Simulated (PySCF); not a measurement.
A PySCF script (with the pyscf-properties extension) for the NMR shieldings of SMILES CO[S@](=O)C(C)(F)F, C₃H₆F₂O₂S, on a GFN2-xTB geometry:

```python
import basis_set_exchange as bse
import numpy as np
from pyscf import gto, dft
from pyscf.prop import nmr

atoms = """
C     2.271126    0.703200    0.287653
O     1.003672    0.259830    0.716156
S     0.523496   -1.212890    0.105153
O     0.595986   -1.144512   -1.335889
C    -1.292715   -0.786534    0.489751
C    -1.791687    0.343631   -0.361999
F    -1.401774   -0.551205    1.819096
F    -1.977639   -1.944566    0.268898
H     2.327110    1.766119    0.518184
H     3.070789    0.172381    0.810276
H     2.377243    0.554798   -0.790488
H    -2.875313    0.422210   -0.302382
H    -1.336584    1.267774   -0.015532
H    -1.494389    0.149293   -1.390968
"""
names = dict.fromkeys(["C", "O", "S", "F", "H"], "pcSseg-1")
basis = {el: gto.basis.parse(bse.get_basis(n, elements=[el], fmt="nwchem")) for el, n in names.items()}
mol = gto.M(atom=atoms, basis=basis, charge=0, verbose=0)
mf = dft.RKS(mol, xc="PBE0")
mf.grids.level = 2
mf.grids.alignment = dft.numint.BLKSIZE   # the property module wants whole blocks of grid points
mf.conv_tol = 1e-9
mf.kernel()

calc = nmr.RKS(mf)   # GIAO
C = mf.mo_coeff
Co = C[:, mf.mo_occ > 0]
resp = mf.gen_response(singlet=True, hermi=2)
def vind(x):   # induced exchange potential for any number of trial vectors
    d = np.einsum("pi,xij,qj->xpq", C, 2 * x.reshape(-1, C.shape[1], Co.shape[1]), Co, optimize=True)
    return np.einsum("xpq,pi,qj->xij", resp(d - d.transpose(0, 2, 1)), C, Co, optimize=True).ravel()
mo1, _ = nmr.rhf.solve_mo1(calc, with_cphf=vind)
sigma = calc.kernel(mo1)
for i, s in enumerate(sigma):   # ppm
    w = np.linalg.eigvalsh((s + s.T) / 2)
    print("%2d %-2s iso %8.1f  s11 %8.1f  s22 %8.1f  s33 %8.1f" % (i, mol.atom_pure_symbol(i), w.mean(), *w))
```

**Question.** Give the expected output.

**Answer.** 
```
 0 C  iso    138.4  s11    104.3  s22    125.2  s33    185.6
 1 O  iso    209.3  s11     65.0  s22    206.9  s33    355.9
 2 S  iso     27.7  s11   -179.5  s22     55.2  s33    207.6
 3 O  iso    166.8  s11    -65.5  s22    189.9  s33    376.0
 4 C  iso     43.2  s11     35.8  s22     42.1  s33     51.8
 5 C  iso    173.9  s11    157.1  s22    171.5  s33    193.1
 6 F  iso    285.5  s11    189.1  s22    322.8  s33    344.5
 7 F  iso    282.4  s11    198.2  s22    313.3  s33    335.7
 8 H  iso     27.8  s11     23.4  s22     25.8  s33     34.2
 9 H  iso     28.3  s11     23.6  s22     25.8  s33     35.5
10 H  iso     27.7  s11     23.0  s22     26.7  s33     33.4
11 H  iso     30.1  s11     26.2  s22     27.7  s33     36.3
12 H  iso     30.0  s11     25.1  s22     29.2  s33     35.7
13 H  iso     29.2  s11     24.3  s22     29.2  s33     34.1
```

These numbers come from an equivalent density-fitted implementation of the same equations, which agrees with the script to about 0.01 ppm for H and up to a few tenths of a ppm for heavy atoms, so last digits may differ.

**Question.** Turn these shieldings into chemical shifts. Referencing at the same level of theory: 13C (186.93 ppm), 1H (31.72 ppm) vs TMS; H2O for 17O (336.08 ppm); 33S (503.73 ppm) vs CS2; CFCl3 for 19F (170.95 ppm).

**Answer.** Averaging equivalent atoms: C 4: 143.7; C 0: 48.6; C 5: 13.0; O 3: 169.3; O 1: 126.8; S 2: 476; F 7: -111.5; F 6: -114.5; H 8/9/10: 3.80; H 11/12/13: 1.96 ppm. Unscaled 19F shifts against computed CFCl3 carry errors that often reach 10 to 50 ppm. Experimental scales use liquid or dissolved standards, which lie at an offset from isolated H2O (liquid H2O: subtract about 36 ppm).

Size and cost of the density-fitted run: 173 basis functions, 46 s wall time on 1 thread of an x86-64 server CPU, shared host.
